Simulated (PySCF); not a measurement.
B(H)(F)(NMe2) (C2H7BFN), SMILES FBN(C)C.

Geometry: PBE-D3(BJ)/def2-SVP. The structure was generated by enumeration, and PubChem lists no compound with its InChIKey, so it may never have been made. One conformer was computed; it need not be the lowest.

Calculation: PySCF with PBE-D3(BJ)/def2-SVP.

Harmonic, unscaled wavenumbers; measured fundamentals usually lie a few per cent lower.

Give all harmonic wavenumbers and intensities. (Estimate from the structure and the level; the computed values follow.)


```csv
mode,ν (cm⁻¹),IR (km/mol),moving atoms (share of kinetic energy)
1,172,0.2,"H 60 %, N 15 %, F 15 %"
2,210,0.0,H 92 %
3,249,2.8,"F 36 %, C 34 %, H 19 %, N 9 %"
4,257,0.1,"H 65 %, B 19 %"
5,320,6.2,"N 43 %, H 40 %, B 11 %"
6,375,2.1,"C 40 %, H 37 %, F 9 %"
7,531,7.2,"F 33 %, C 26 %, H 14 %, B 13 %, N 13 %"
8,844,2.1,"C 45 %, B 29 %, H 24 %"
9,849,22.5,"H 60 %, B 36 %"
10,1042,7.1,"H 73 %, C 24 %"
11,1047,11.4,"H 77 %, C 14 %"
12,1077,0.0,"H 80 %, C 20 %"
13,1077,23.3,"H 51 %, B 22 %, F 15 %, C 11 %"
14,1135,0.7,"H 68 %, C 20 %, N 12 %"
15,1217,41.3,"N 36 %, C 22 %, B 17 %, H 16 %, F 9 %"
16,1263,109.3,"N 39 %, B 22 %, H 21 %, C 12 %"
17,1374,0.2,"H 85 %, C 14 %"
18,1396,26.8,"H 73 %, C 22 %"
19,1404,1.3,H 97 %
20,1417,38.9,"H 83 %, B 10 %"
21,1418,16.8,H 97 %
22,1423,30.1,H 94 %
23,1533,230.2,"N 38 %, B 31 %, H 29 %"
24,2562,138.5,"H 91 %, B 9 %"
25,2928,45.9,H 97 %
26,2935,72.2,H 97 %
27,2987,58.5,"H 91 %, C 9 %"
28,2996,8.8,"H 90 %, C 10 %"
29,3080,9.2,"H 91 %, C 9 %"
30,3092,4.0,"H 91 %, C 9 %"
```
